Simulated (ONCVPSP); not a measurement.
Si: excitation energies, all-electron against ONCV

```json
{"Element": "Si", "Generator": "ONCVPSP 4.0.1", "Type": "optimised norm-conserving Vanderbilt (ONCV)", "Functional": "Wu-Cohen", "Relativity": "scalar-relativistic", "Frozen core": "[Ne]", "Valence charge": "4", "Reference configuration": "3s2 3p2", "Partial waves": "3s: rc 1.40 bohr, ncon 4, nbas 8, qcut 4.5 1/bohr, 2 projectors, debl 1.5 Ha; 3p: rc 1.50 bohr, ncon 4, nbas 9, qcut 5.9 1/bohr, 1 projector", "Local potential": "polynomial inside 0.95 bohr (lpopt 5, dvloc0 2 Ha)", "Core correction": "none"}
```

Energies are relative to the spin-unpolarised reference configuration 3s2 3p2; without spin polarisation the order of configurations can differ from experiment.

Question: Give the all-electron excitation energy and the error of the potential for: 3s2 3p1; 3s2 3p0; 3s1 3p0; 3s1 3p2.

Answer:

| valence configuration | charge | ΔE all-electron (eV) | error AE − PS (meV) |
| --- | --- | --- | --- |
| 3s2 3p1 | +1 | 7.717 | +1.3 |
| 3s2 3p0 | +2 | 23.707 | +7.6 |
| 3s1 3p0 | +3 | 57.656 | +63 |
| 3s1 3p2 | +1 | 15.141 | +8.8 |

Note: ghosts flagged at negative energy: s at -118.9 eV; no localised positive-energy state flagged. A true bound ghost makes a file unfit for plane-wave use.
